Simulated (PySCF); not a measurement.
Zn(Me) (CH3Zn), SMILES [CH3][Zn+], charge +1. Coordinates come from a r2SCAN-D4/def2-TZVP optimisation. The multiplicity is an assumed one; other spin states were not compared. The isomer is the one that the SMILES or the coordinates give; other isomers of the formula were not compared.

Task: Give the equilibrium geometry at r2SCAN-D4/def2-TZVP (PySCF confirms it by a frequency run) as Cartesian coordinates in Å, and its point group. (The exact figures need the calculation; the answer reports its results.)

Result: point group C3v.
```xyz
5

Zn     0.0000     0.0000    -0.4737
C      0.0000     0.0000     1.4898
H     -0.9136     0.5275     1.7577
H      0.9136     0.5275     1.7577
H      0.0000    -1.0549     1.7577
```
Charge +1, spin multiplicity 1.
